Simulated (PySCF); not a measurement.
## Radial density of Nb (niobium, neutral)

UHF, [Kr] 4d5, high-spin 6S determinant (an excited configuration). Computed with PySCF 2.14 in x2c-QZVPPall (13s8p7d3f2g, 111 functions), with scalar relativity by spin-free X2C-1e.

```tsv
r (bohr)	4πr²ρ (e/bohr)	4πr²(ρα − ρβ)
0.0360	47.68	-0.0074
0.0606	45.06	-0.0131
0.102	62.74	0.0314
0.171	47.50	0.2550
0.288	43.89	0.3886
0.485	35.54	0.0381
0.816	10.40	0.4513
1.37	8.783	2.2510
2.31	2.434	1.7412
3.88	0.4516	0.4448
6.53	0.03315	0.0332
11.0	0.0003716	0.0004
```

Densities and radii are taken from the X2C orbitals without a picture-change correction, which distorts them close to the nucleus.

Task: Where is the radial spin density 4πr²(ρα − ρβ) most negative, and why is it negative at all?

Result: Around r = 0.0606 bohr, down to -0.0131 e/bohr: exchange with the open shell polarises the paired shells in an unrestricted calculation.
